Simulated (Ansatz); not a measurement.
Reaction (redistribution): `CBO[SiH2]F` + `[NH2][In]([OH])[SH]` → `F[SiH2]OBS` + `[CH3][In]([NH2])[OH]`

Computed with Ansatz on PBE0-D4/def2-TZVP structures; ΔE is electronic, products minus reactants. CBS: MP2 limit from def2 TZ/QZ plus the TZ coupled-cluster correction, frozen cores. DFT in def2-TZVPP. B3LYP here is the variant with VWN-RPA as its local correlation; programs differ in this. Elements past krypton have def2 core potentials. For In outer-core shells are correlated without core-valence functions, which leaves a few kJ/mol of doubt a bond. One conformer a species, not always the lowest.

Problem. Is it downhill or uphill in electronic energy at CCSD(T)/CBS, and by how much? (An estimate is asked.)

Solution. Computed: Uphill: ΔE = +0.33 eV.

Problem. What do these levels give: PBE-D4, PBE0-D4, B3LYP-D4, ωB97X-V, PBE, r2SCAN, MP2/def2-TZVPP, SCS-MP2/def2-TZVPP, CCSD(T)/def2-TZVPP, HF/def2-QZVPP, SCS-MP2/def2-QZVPP, HF/CBS(def2)? (Best estimate.)

Solution. Computed: PBE-D4 0.29, PBE0-D4 0.34, B3LYP-D4 0.32, ωB97X-V 0.35, PBE 0.31, r2SCAN 0.35, MP2/def2-TZVPP 0.30, SCS-MP2/def2-TZVPP 0.33, CCSD(T)/def2-TZVPP 0.32, HF/def2-QZVPP 0.52, SCS-MP2/def2-QZVPP 0.34, HF/CBS(def2) 0.52 eV.

Largest T1 diagnostic among the species: 0.015.

In def2-TZVPP, CCSD(T) changes the Hartree–Fock value by −0.20 eV (the triples alone add −0.03 eV) and MP2 by −0.22 eV. From PBE to PBE0 (25 % exact exchange), in def2-TZVPP and without D4, ΔE moves by +0.05 eV. The D4 term adds −0.04 eV with B3LYP and −0.02 eV with PBE0; it sums over pairs of atoms, weighted by their polarisabilities, and B3LYP, whose exchange is more repulsive, gets the larger term.
